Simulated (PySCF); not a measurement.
C4H6OSSi.
Geometry (GFN2-xTB, Å), atoms numbered from 1 in this order:
```
atom  x, y, z in Å
S1     2.820    0.993    0.542
Si2    1.632   -0.769    0.174
C3    -0.132   -0.267   -0.170
C4    -0.604    0.617   -1.186
C5    -1.954    0.660   -1.062
O6    -2.361   -0.126   -0.049
C7    -1.262   -0.677    0.480
H8     1.998    1.557    1.413
H9     2.277   -1.360   -0.989
H10    1.690   -1.611    1.365
H11   -0.002    1.141   -1.901
H12   -2.711    1.189   -1.608
H13   -1.394   -1.344    1.309
```

Probes without a nucleus sit at each ring's centroid and 1 Å off its mean plane on both sides; NICS is minus the shielding there, NICSzz its component along the normal. Level: GIAO PBE0/pcSseg-1 (PySCF, non-relativistic, gas phase) on the GFN2-xTB geometry, one conformer.

Ring bond lengths (Å), with Mayer bond orders in brackets: C3–C4 1.427 (1.24), C4–C5 1.357 (1.62), C5–O6 1.346 (1.07), O6–C7 1.339 (1.10), C7–C3 1.366 (1.58).

Problem. Give the NICS values of each ring in ppm.

Solution. 
```csv
ring,type,NICS(0),"NICS(1), two faces","NICS(1)zz, two faces",rms pucker (Å),"centre to ring atoms, mean (Å)"
C3–C4–C5–O6–C7,5-membered ring with O; formal bonds all aromatic,-11.8,-10.7 / -10.7,-27.2 / -27.6,0.00,1.16
```

Problem. What do they say, and how far can they be read as aromaticity?

Solution. 
- C3–C4–C5–O6–C7: mean NICS(1)zz -27.4 ppm, shielded, aromatic by this magnetic criterion (flat ring, no four-coordinate atom).

Problem. How equal are the bonds by HOMA? Use HOMA with the parameters of Krygowski (1993).

Solution. 
- C3–C4–C5–O6–C7: HOMA 0.47; the largest term is that of C5–O6, α(R − Ropt)² = 1.02.

Problem. What are the shieldings of the ring atoms and their hydrogens in the same run (means over atoms taken as equivalent)?

Solution. 
```tsv
atoms	environment	σ isotropic (ppm)
C3	substituted aromatic carbon	66.4
C4	aromatic CH carbon	65.0
C5	aromatic CH next to a ring oxygen	37.8
O6	furan-type oxygen	22.3
C7	aromatic CH next to a ring oxygen	33.6
H11	aromatic hydrogen	24.77
H12	aromatic hydrogen	24.04
H13	aromatic hydrogen	24.16
```
